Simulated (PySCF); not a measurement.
# Mayer bond orders and bond lengths

C6H6F4S.
Atom-mapped SMILES: `[CH2:1]=[C:2]1[CH2:3][C@@H:4]([S:5][C:6]([F:7])([F:8])[F:9])[C@@H:10]1[F:11]` (hydrogens: H12, H13 on C1; H14, H15 on C3; H16 on C4; H17 on C10)

Geometry (GFN2-xTB, Å), atoms numbered from 1 in this order:
```
atom  x, y, z in Å
C1    -2.926    0.438    0.569
C2    -1.668    0.172    0.294
C3    -0.408    0.010    1.106
C4     0.396    0.158   -0.198
S5     1.640   -1.125   -0.570
C6     2.900   -0.558    0.617
F7     3.244    0.716    0.409
F8     2.465   -0.631    1.880
F9     3.995   -1.297    0.526
C10   -0.907    0.029   -1.003
F11   -1.106    1.003   -1.943
H12   -3.270    0.544    1.584
H13   -3.654    0.563   -0.213
H14   -0.222    0.766    1.865
H15   -0.313   -0.977    1.559
H16    0.860    1.135   -0.334
H17   -1.035   -0.934   -1.509
```

Bond orders from the PBE0/pcSseg-1 density (PySCF). Isolated species at its GFN2-xTB geometry (one conformer only).

How far do the computed orders between heavy atoms stray from the drawn ones?

The largest departure is 0.076, at C10–F11 (drawn single, 0.924).

Give the Mayer order of every bond, beside its length.

```tsv
bond	drawn as	length (Å)	Mayer order
C1–C2	double	1.315	2.026
C2–C3	single	1.507	0.999
C3–C4	single	1.539	0.936
C4–S5	single	1.826	0.977
S5–C6	single	1.822	1.017
C6–F7	single	1.335	0.991
C6–F8	single	1.337	0.990
C6–F9	single	1.325	1.031
C4–C10	single	1.537	0.959
C10–F11	single	1.368	0.924
C10–C2	single	1.511	0.968
C1–H12	single	1.076	0.943
C1–H13	single	1.076	0.930
C3–H14	single	1.088	0.944
C3–H15	single	1.089	0.925
C4–H16	single	1.089	0.900
C10–H17	single	1.095	0.939
```

By pair of heavy elements: C–C: lowest C3–C4 (0.936, 1.539 Å), highest C1–C2 (2.026, 1.315 Å). C–S: lowest C4–S5 (0.977, 1.826 Å), highest S5–C6 (1.017, 1.822 Å). C–F: lowest C10–F11 (0.924, 1.368 Å), highest C6–F9 (1.031, 1.325 Å).

Sum the orders of all bonds at each heavy atom with more than one neighbour and set the sums beside the valence in the SMILES.

C1 3.899 (drawn 4), C2 3.993 (drawn 4), C3 3.804 (drawn 4), C4 3.772 (drawn 4), S5 1.994 (drawn 2), C6 4.029 (drawn 4), C10 3.790 (drawn 4). Orders between atoms that aren't bonded are not in these sums.

The Mayer order sums products of elements of PS (density times overlap matrix) between the two atoms' basis functions, so it depends on the basis set.

The run behind these numbers computed NMR shieldings as well. Time: 64 s of wall time. Hardware: one thread, x86-64 server, on a shared host.
